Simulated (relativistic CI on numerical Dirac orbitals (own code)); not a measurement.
# Electric-dipole transitions in P⁷⁺

Calculated at this level of theory: Dirac-Coulomb-Breit CI, orbitals from a KLI potential per configuration, model QED (radiative potential, 1s self-energy scaled to tabulated hydrogen-like ionisation energies), unscaled Slater integrals (own radial code, finite nucleus).

CI space (outside the closed core 1s2): 2s2.2p4, 2s.2p5, 2p6, 2s2.2p3.3s, 2s2.2p3.3p, 2p5.3s, 2s2.2p3.3d, 2p5.3p, 2p5.3d, 2s.2p4.3s, 2s.2p4.3p, 2s2.2p3.4s, 2s2.2p3.4p, 2s.2p4.3d, 2s2.2p3.4d, 2s2.2p3.4f. Levels of other configurations are missing.

```tsv
λ vac (Å)	Lower	Upper	A (s⁻¹)	log gf	S velocity/length
48.998	2s2.2p4 3P_2 [1]	2s2.2p3.4d 3D°_3 [155]	3.09e+11	-0.11	0.97
50.493	2s2.2p4 1D_2 [4]	2s.2p4.3p 1F°_3 [152]	2.74e+11	-0.14	0.95
52.539	2s2.2p4 3P_2 [1]	2s.2p4.3p 3D°_3 [101]	1.68e+11	-0.31	0.91
55.821	2s2.2p4 3P_2 [1]	2s2.2p3.3d 3D°_3 [85]	3.88e+11	0.10	1.00
56.021	2s2.2p4 3P_1 [2]	2s2.2p3.3d 3D°_2 [83]	4.31e+11	0.01	0.99
56.636	2s2.2p4 3P_2 [1]	2s2.2p3.3d 3S°_1 [73]	4.80e+11	-0.16	0.88
56.759	2s2.2p4 3P_2 [1]	2s2.2p3.3d 3P°_1 [71]	4.61e+11	-0.18	0.92
56.830	2s2.2p4 3P_2 [1]	2s2.2p3.3d 3P°_2 [70]	8.05e+11	0.29	0.93
57.090	2s2.2p4 3P_2 [1]	2s2.2p3.3d 3D°_3 [67]	6.02e+11	0.31	0.99
57.228	2s2.2p4 1D_2 [4]	2s2.2p3.3d 1F°_3 [88]	1.03e+12	0.55	1.01
57.290	2s2.2p4 3P_1 [2]	2s2.2p3.3d 3D°_2 [66]	4.20e+11	0.01	0.98
57.346	2s2.2p4 1D_2 [4]	2s2.2p3.3d 1D°_2 [87]	7.28e+11	0.25	0.93
58.073	2s2.2p4 1D_2 [4]	2s2.2p3.3d 1F°_3 [74]	4.11e+11	0.16	1.02
58.368	2s2.2p4 1S_0 [5]	2s2.2p3.3d 1P°_1 [89]	1.11e+12	0.23	0.96
58.710	2s2.2p4 1D_2 [4]	2s2.2p3.3d 1D°_2 [69]	3.08e+11	-0.10	0.90
59.408	2s2.2p4 3P_2 [1]	2s2.2p3.3d 3D°_3 [54]	3.39e+11	0.10	0.98
59.628	2s2.2p4 3P_1 [2]	2s2.2p3.3d 3D°_2 [52]	2.37e+11	-0.20	0.98
61.133	2s.2p5 3P°_2 [6]	2s.2p4.3d 3D_3 [160]	7.08e+11	0.44	1.00
61.201	2s.2p5 3P°_2 [6]	2s.2p4.3d 3D_2 [157]	4.14e+11	0.06	0.96
61.286	2s.2p5 3P°_1 [7]	2s.2p4.3d 3D_2 [161]	4.05e+11	0.06	0.98
191.52	2s2.2p4 1D_2 [4]	2s.2p5 1P°_1 [9]	5.96e+10	-0.01	0.65
243.78	2s2.2p4 3P_2 [1]	2s.2p5 3P°_2 [6]	1.25e+10	-0.25	0.81
253.25	2s2.2p3.3d 5D°_2 [44]	2s2.2p3.4f 5F_3 [172]	4.77e+10	0.51	0.99
253.38	2s2.2p3.3d 5D°_3 [42]	2s2.2p3.4f 5F_4 [170]	5.78e+10	0.70	0.99
253.54	2s2.2p3.3d 5D°_4 [43]	2s2.2p3.4f 5F_5 [168]	7.02e+10	0.87	0.99
269.46	2s2.2p3.3d 3D°_2 [52]	2s2.2p3.4f 3F_3 [178]	4.87e+10	0.57	1.00
270.43	2s2.2p3.3d 3D°_3 [54]	2s2.2p3.4f 3F_4 [175]	5.81e+10	0.76	0.99
794.62	2s2.2p3.3p 5P_3 [19]	2s2.2p3.3d 5D°_4 [43]	2.07e+09	0.25	0.99
985.34	2s2.2p3.3s 3D°_3 [15]	2s2.2p3.3p 3F_4 [33]	1.08e+09	0.15	1.26
985.65	2s2.2p3.3s 5S°_2 [11]	2s2.2p3.3p 5P_3 [19]	1.01e+09	0.01	0.96
```

Terms are leading LS components. Brackets give the number of a level in order of energy, since labels repeat. The list gives strong lines, with weight on those to low levels, among the lowest 200 of 342 levels, so that lines to higher ones, which can be the strongest, are missing. Levels whose partners in the same complex of configurations lie outside the list can be far off, and so can their lines. Rates are taken at the computed energies, electric ones in the length gauge. A velocity-to-length ratio far from 1 marks an uncertain rate.

At this charge configurations can still be misplaced by up to about 7 % of their energy.
